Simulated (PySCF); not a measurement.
Positional isomers: propene cyano+silyl. All species are isolated molecules in the gas phase. One relaxed conformer stands for each flexible species; it need not be the lowest. Strings in code marks are SMILES.

The T1 excitation (TDA) from two functionals at the same geometries (B3LYP-D3(BJ)/def2-TZVP), both in PySCF: PBE-D3(BJ)/def2-TZVP and B3LYP-D3(BJ)/def2-TZVP. B3LYP has the VWN-RPA correlation part, as in Gaussian. Excitations are Tamm–Dancoff values on a coarser integration grid. The basis has no diffuse functions, so Rydberg states are missing or too high.

| species | PBE-D3(BJ)/def2-TZVP (eV) | B3LYP-D3(BJ)/def2-TZVP (eV) |
|---|---|---|
| `N#CC(C[SiH3])=C` | 3.60 | 3.62 |
| `C/C=C(\[SiH3])C#N` | 3.52 | 3.55 |
| `N#C/C=C/C[SiH3]` | 3.58 | 3.62 |
| `C([SiH3])/C=C\C#N` | 3.58 | 3.62 |
| `C(/CC#N)=C\[SiH3]` | 4.33 | 4.32 |
| `C(#N)C/C=C\[SiH3]` | 4.28 | 4.27 |

Over these rows, drawn at random from the members with no instability flagged (it was tested for open shells, ions and some series alone), PBE minus B3LYP-D3(BJ): mean -0.02 eV, from -0.04 eV to +0.01 eV.
